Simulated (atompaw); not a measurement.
**Varying the PAW (atompaw) potential for titanium**

Base potential:

| Quantity | Value |
| --- | --- |
| Element | titanium |
| Generator | atompaw 4.2.0.5 |
| Type | PAW |
| Functional | PBE |
| Relativity | scalar-relativistic |
| Frozen core | [Ne] |
| Valence charge | 12 |
| Reference configuration | 3s2 3p6 3d3 4s1 4p0 |
| Partial waves | 3s (bound): rc 1.50 bohr; 4s (bound): rc 0.35 bohr; 3p (bound): rc 1.35 bohr; 4p (bound, empty): rc 2.50 bohr; 3d (bound): rc 2.50 bohr; 3d channel at 1.05 Ry: rc 2.50 bohr; 4f channel at -0.2 Ry: rc 1.80 bohr; 4f channel at 1.4 Ry: rc 2.50 bohr |
| Local potential | bessel scheme, radius 1.65 bohr |
| Core correction | smooth core density matched at 2.30 bohr |
| Augmentation charge | besselshape compensation charge, radius 1.85 bohr; PAW radius 2.50 bohr; waves and projectors: custom rrkj gramschmidtortho |

All-electron outer shells of the reference configuration (PBE, scalar-relativistic, ld1.x):

```csv
shell,level (eV),outermost node (bohr),outermost maximum (bohr)
2s,-533.18,0.09,0.27
2p,-440.56,–,0.22
3s,-59.32,0.40,0.87
3p,-35.70,0.37,0.90
4s,-3.73,1.26,3.07
3d,-1.92,–,1.02
4p,-1.12,1.42,4.20
```

Cutoffs, loose and tight: the cutoffs (Ry, on a coarse ladder) from which the occupation-weighted sum of valence levels, in a spherical-Bessel basis at the reference potential, stays within 10 and 1 mRy of its value at 400 Ry. They see the waves, projectors and local potential, not the compensation charge or the core. A dash means not determined.

A true bound ghost makes a file unfit for plane-wave use even where its test errors are small: the radial tests pick states by their node count and pass the ghost by.

| change | outcome | cutoff, loose | cutoff, tight | bound ghosts |
| --- | --- | --- | --- | --- |
| base | generated | 45 Ry | 160 Ry | s |
| local potential bessel scheme, radius 1.06 bohr | failed: atompaw: The overlap operator has at least one negative eigenvalue! | – | – | – |
| local potential bessel scheme, radius 1.34 bohr | failed: atompaw: The overlap operator has at least one negative eigenvalue! | – | – | – |
| local potential bessel scheme, radius 1.52 bohr | failed: atompaw: The overlap operator has at least one negative eigenvalue! | – | – | – |
| local potential bessel scheme, radius 2.14 bohr | generated | 120 Ry | 200 Ry | none |
| local potential bessel scheme, radius 2.42 bohr | generated | 120 Ry | 200 Ry | none |

(1) What comes out with this change to the base: local potential bessel scheme, radius 1.76 bohr?

(2) What comes out with this change to the base: local potential bessel scheme, radius 1.96 bohr?

Results:

(1) outcome: generated; cutoff, loose: 45 Ry; cutoff, tight: 180 Ry; bound ghosts: none.

(2) outcome: generated; cutoff, loose: 90 Ry; cutoff, tight: 200 Ry; bound ghosts: none.

Reading the sweep of the r_vloc (base included, trends over the rows without a ghost): The loose cutoff rises from 45 Ry at 1.76 to 120 Ry at 2.42 bohr. Bound ghosts are found at 1.65 bohr. The generation fails at 1.06, 1.34, 1.52 bohr.
